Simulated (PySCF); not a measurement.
**BeSe⁺ from Hartree–Fock to correlated methods**

State: ²Π (doublet), unpaired electrons π ↑. Set-up: basis Be pcseg-2, Se pcseg-2; no relativity; PySCF 2.14. De refers to Be⁺ + Se in their high-spin ground configurations, without counterpoise correction. The functionals are run spin-unrestricted. A positive dipole points towards Se; it is taken about the centre of mass and depends on that origin.

```
      Level  Re (Å)  ωe (cm⁻¹)  De (eV)  μ (D)
        UHF   1.973        746     1.78  -9.00
    UHF-MP2   1.970        752     2.88    n/a
UHF-SCS-MP2   1.973        743     2.88    n/a
   UHF-CCSD   1.973        737     2.88    n/a
UHF-CCSD(T)   1.978        732     2.99    n/a
        PBE   1.978        725     3.37  -7.77
       PW91   1.976        726     3.41  -7.79
     r²SCAN   1.967        748     3.17  -8.24
      M06-L   1.951        765     3.51  -8.06
       PBE0   1.964        749     3.18  -8.14
        M06   1.963        741     3.27  -8.07
    LC-ωPBE   1.947        778     3.02  -8.47
```

Q: Which functional lies closest to UHF-CCSD(T) in De, which farthest, and by how much do they differ from it?

A: Closest is LC-ωPBE (-3.1 pm in Re, +6.3 % in ωe, +0.03 eV in De against UHF-CCSD(T) in the same basis), farthest M06-L (-2.7 pm in Re, +4.5 % in ωe, +0.52 eV in De). CCSD(T) converges more slowly with the basis than the functionals do and binds too weakly in this one, so the order can change at the basis-set limit.

Q: What does a quarter of exact exchange do here, going from PBE to PBE0?

A: PBE0 less PBE: -1.4 pm in Re, +3.3 % in ωe, -0.19 eV in De. Exact exchange removes part of the self-interaction that spreads semilocal densities, and in most molecules shortens and stiffens the bond and lowers De; so it does here.

Q: What does the step from GGA to meta-GGA do here, going from PBE to r²SCAN?

A: r²SCAN less PBE: -1.1 pm in Re, +3.2 % in ωe, -0.20 eV in De. 

Correlated steps freeze 9 core orbitals. Spin–orbit coupling is left out. For an ion De counts to the pair picked by the measured ionisation energies or electron affinities, which need not be the lowest pair at this level. The state is the lowest determinant that a PBE0 search found; another state may lie lower at other levels.

The whole job (state search and all levels along the bond) took about 4 min on 1 thread of Arm Neoverse V1 (shared host), peak memory 0.72 GiB.
